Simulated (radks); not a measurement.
The numbers below are computed, except where a source is named.
Spherical quantum dot in the effective-mass picture: electrons in a well V = -V0 / (1 + exp((r - R)/a)) with V0 = 30.4, R = 1.81, a = 0.18, with a point charge +2 (a donor) at the centre, all in effective atomic units (hartree* = m*/eps^2 hartree, bohr* = eps/m* bohr), one dielectric constant everywhere. Level of theory: non-relativistic Kohn-Sham, r2SCAN, spin-polarised, spherical densities, generalised Kohn-Sham scheme (a radial shooting solver with Libxc functionals). Levels are named by radial order and angular momentum (1s, 1p, 1d, 2s, ...), and open shells are averaged over m. Results are scaled to m* = 0.195 and eps = 12.8, for which hartree* = 32.39 meV and bohr* = 3.474 nm.

N = 13, configuration 1s2 1p6 1d(up 4, down 0) 2s(up 1, down 0). This is the lowest configuration that the search found. Occupied and some empty levels:

level    occupation  eigenvalue (meV)  <r> (nm)
1s up             1           -667.19     2.756
1s down           1           -660.36     2.764
1p up             3           -602.04     3.698
1p down           3           -594.07     3.667
2s up             1           -539.23     3.098
1d up             4           -534.93     4.087
2s down           0           -525.76     3.148
1d down           0           -525.02     4.074
1f up             0           -455.76     4.371
1f down           0           -444.51     4.367
2p up             0           -409.73     3.544
2p down           0           -401.38     3.582
1g up             0           -365.25     4.607
1g down           0           -352.96     4.608

Energy (meV): total -9809.72, kinetic 1393.1, external -13197, Hartree 2342.0, exchange-correlation -347.50.

Electron density:

r (nm)  n(r) (e/nm^3)
0.152          0.1389
0.536         0.08990
0.919         0.05980
1.30          0.04235
1.68          0.03317
2.07          0.02934
2.45          0.02849
2.83          0.02871
3.22          0.02844
3.60          0.02661
3.98          0.02277
4.37          0.01740
4.75          0.01160
5.13         0.006562
5.52         0.003123
5.90         0.001234
6.28        0.0004074
6.67        0.0001141
7.05       0.00002872
7.43        6.734e-06
